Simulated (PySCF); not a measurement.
# Molecular orbitals of BeAl

B2PLYP at R = 2.426 Å; PySCF, no relativity, basis sets Be 6-31G(d,p), Al 6-31G(d,p). State: ²Π (doublet), unpaired electrons π ↑. Only the outer orbitals are listed, counted within each symmetry.

| spin | orbital | occ. | ε (eV) | on Be (%) | main shells (%) |
| --- | --- | --- | --- | --- | --- |
| α | 5σ | 1 | -10.96 | 28 | 69 Al s, 24 Be s |
| α | 6σ | 1 | -6.64 | 55 | 54 Be s, 26 Al s, 18 Al p |
| α | 2π | 1 | -4.71 | 31 | 68 Al p, 31 Be p |
| α | 2π | 0 | -1.40 | 32 | 68 Al p, 31 Be p |
| α | 7σ | 0 | -1.27 | 64 | 52 Be p, 32 Al p, 12 Be s |
| α | 3π | 0 | 0.38 | 68 | 68 Be p, 32 Al p |
| β | 5σ | 1 | -10.16 | 31 | 67 Al s, 26 Be s |
| β | 6σ | 1 | -6.27 | 52 | 50 Be s, 25 Al s, 22 Al p |
| β | 2π | 0 | -1.25 | 32 | 67 Al p, 32 Be p |
| β | 7σ | 0 | -1.20 | 64 | 53 Be p, 32 Al p, 11 Be s |
| β | 2π | 0 | -0.73 | 35 | 64 Al p, 35 Be p |

**Question.** Which are the highest filled and the lowest empty level, where do they sit, and how wide is the gap?

**Answer.** Highest filled α 2π at -4.71 eV (in %: 68 Al p, 31 Be p); lowest empty α 2π at -1.40 eV (in %: 68 Al p, 31 Be p); the gap at B2PLYP is 3.31 eV. Both belong to one degenerate shell, split only by its one-sided filling, so this is no excitation gap.

The bond order (Mayer) is 1.27, the ⟨S²⟩ is 0.754 and the charge on Be (Mulliken, basis-dependent) is 0.04. The charge on Be (Löwdin, basis-dependent) is 0.04. The dipole moment (positive dipole means Be(−)Al(+)) is -0.98 D.

Correlated steps freeze 5 core orbitals. B2PLYP dipoles, levels and charges come from its SCF part alone. The state was picked by a PBE0 search and need not be the measured ground state.
